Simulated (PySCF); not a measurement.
**[CoH3]-, quartet: structure and spectrum**

Level of theory: UPBE0/[Co def2-TZVPD, H def2-TZVPD], no relativity, density fitting, PySCF.

The structure is a minimum.

Z-matrix (Å, degrees; charge -1 multiplicity 4):
```
Co
H  1 1.6451
H  1 1.6504 2 110.35
H  1 1.6968 2 117.67 3 180.00
```

```
Point group                                                                   : Cs
Bond lengths                                                                  : Co–H 1.645 Å, Co–H 1.650 Å, Co–H 1.697 Å
Bond angles                                                                   : H–Co–H 110.3°, H–Co–H 117.7°, H–Co–H 132.0°
Zero-point energy                                                             : 34.6 kJ/mol
Dipole moment about the centre of mass                                        : 0.41 D
Heat capacity Cp at 298.15 K                                                  : 50.9 J/(mol K)
Lowest empty level (β)                                                        : 3.38 eV
Principal polarisabilities                                                    : 46.3, 64.0, 67.4 bohr³
Spin squared ⟨S²⟩                                                             : 3.765
Principal quadrupole moments (Buckingham, traceless) about the centre of mass : -7.31, -3.39, 10.70 D Å
Rotational symmetry number                                                    : 1
Enthalpy at 298.15 K above 0 K                                                : 12.23 kJ/mol
Entropy at 298.15 K and 1 bar (electronic part: spin only)                    : 253.2 J/(mol K)
Highest occupied level (α)                                                    : -0.82 eV
Rotational constants                                                          : 4.68, 3.533, 2.013 cm⁻¹
```

Harmonic modes (masses in u: Co 58.933, H 1.008):
```tsv
symmetry	ω (cm⁻¹)	IR (km/mol)	μ (u)	type
a'	232	191	1.03	bend
a'	525	127	1.03	bend
a''	624	349	1.06	bend
a'	1403	738	1.03	stretch
a'	1475	666	1.03	stretch
a'	1526	277	1.01	stretch
```

Charges (e); Mulliken and Löwdin values are unreliable with diffuse functions:
```tsv
atom	Mulliken	Löwdin	polar tensor	spin (Mulliken)	Mayer order to Co1
Co1	-0.72	-0.21	0.45	2.89	–
H2	-0.09	-0.26	-0.48	0.09	0.97
H3	-0.09	-0.26	-0.49	0.03	0.94
H4	-0.10	-0.27	-0.48	-0.01	0.94
```

Mulliken populations on Co1: s 7.21, p 13.13, d 7.38, f 0.00.

Formally Co is in oxidation state +2, d7, with 3 unpaired electrons (the high-spin count). The Mulliken spin on Co is 2.89. The polar-tensor charge on Co, 0.45, is far below the formal one.

Only a few start shapes were tried, so a lower isomer may exist. Open d and f shells are described by one determinant, and the ground state may have another occupation or spin. The lowest empty level of this anion is unbound, so it and the gap depend on the basis. At this level a quartet minimum of C3v symmetry lies 12 kJ/mol below this structure.

The final relaxation and frequency run took of the order of 2.3 core-minutes on a shared host.
